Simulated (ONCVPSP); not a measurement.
# Logarithmic derivatives: Ge, ONCV

germanium (Ge), optimised norm-conserving Vanderbilt (ONCV), made with ONCVPSP 4.0.1 (PBE, scalar-relativistic). Core [Ar] 3d10, reference 4s2 4p2. Waves: 4s: rc 1.85 bohr, ncon 3, nbas 7, qcut 3.7 1/bohr, local; 4p: rc 2.40 bohr, ncon 4, nbas 8, qcut 3 1/bohr, 2 projectors, debl 3.5 Ha; d scattering state at 0.38 Ha: rc 2.60 bohr, ncon 3, nbas 6, qcut 4.4 1/bohr, 2 projectors, debl 0.6 Ha. Local part: the s channel. Core correction: polynomial model core, fcfact 0.25.

The phase is arctan(r·R′/R) of the radial function R(r), unwrapped; energies in Ha, scanned from -2 to 5 Ha. A pole is an energy at which the radial function vanishes at the test radius. The pseudo phase is shifted by a multiple of π to meet the all-electron one at the reference energy, and phase errors are pseudo minus all-electron; the curves can meet again beyond the range given. Levels narrower than the energy grid can be missing from the lists of poles.

| channel | radius (bohr) | reference energy (Ha) | poles, all-electron | poles, pseudo | unbroken range about the reference energy with phases within 0.05 rad | phase error 1 Ha above the reference energy (rad) |
| --- | --- | --- | --- | --- | --- | --- |
| s | 1.87 | -0.43 | 1.46 | 1.20 | below 1.5 | -0.015 |
| p | 2.44 | -0.14 | 0.78 | 0.77, 4.87 | below 2.2 | -0.003 |
| d | 2.64 | 0.38 | -1.06, 1.52 | 1.52 | -1.0 to 2.5 | -0.000 |

Phases in the p channel:

```json
{"E (Ha)": "-1.98", "all-electron": "1.275", "pseudo": "1.274"}
{"E (Ha)": "-1.62", "all-electron": "1.221", "pseudo": "1.220"}
{"E (Ha)": "-1.26", "all-electron": "1.129", "pseudo": "1.128"}
{"E (Ha)": "-0.90", "all-electron": "0.936", "pseudo": "0.934"}
{"E (Ha)": "-0.54", "all-electron": "0.358", "pseudo": "0.355"}
{"E (Ha)": "-0.18", "all-electron": "-0.818", "pseudo": "-0.818"}
{"E (Ha)": "0.18", "all-electron": "-1.310", "pseudo": "-1.311"}
{"E (Ha)": "0.54", "all-electron": "-1.495", "pseudo": "-1.497"}
{"E (Ha)": "0.90", "all-electron": "-1.604", "pseudo": "-1.607"}
{"E (Ha)": "1.26", "all-electron": "-1.699", "pseudo": "-1.705"}
{"E (Ha)": "1.62", "all-electron": "-1.820", "pseudo": "-1.830"}
{"E (Ha)": "1.98", "all-electron": "-2.060", "pseudo": "-2.083"}
{"E (Ha)": "2.34", "all-electron": "-2.875", "pseudo": "-2.937"}
{"E (Ha)": "2.70", "all-electron": "-4.048", "pseudo": "-4.062"}
{"E (Ha)": "3.06", "all-electron": "-4.389", "pseudo": "-4.391"}
{"E (Ha)": "3.42", "all-electron": "-4.519", "pseudo": "-4.519"}
{"E (Ha)": "3.78", "all-electron": "-4.589", "pseudo": "-4.590"}
{"E (Ha)": "4.14", "all-electron": "-4.635", "pseudo": "-4.638"}
{"E (Ha)": "4.50", "all-electron": "-4.669", "pseudo": "-4.676"}
{"E (Ha)": "4.86", "all-electron": "-4.698", "pseudo": "-4.712"}
```
